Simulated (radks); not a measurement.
The numbers below are computed, except where a source is named.
Problem. Level of theory: Dirac Kohn-Sham, PBEsol, spin-unpolarised, spherical densities, finite nucleus; open shells are shared between the two j in proportion to 2j + 1; Fermi nuclear charge, rms radius of each element as measured or else 0.836 A^(1/3) + 0.57 fm (a radial shooting solver on a logarithmic mesh with Libxc functionals). Each species is in its NIST ground configuration. Rank Rh, Co, Ir by Delta-SCF ionisation energy (eV), largest first.

Solution. Ir 9.933, Rh 7.464, Co 6.423.
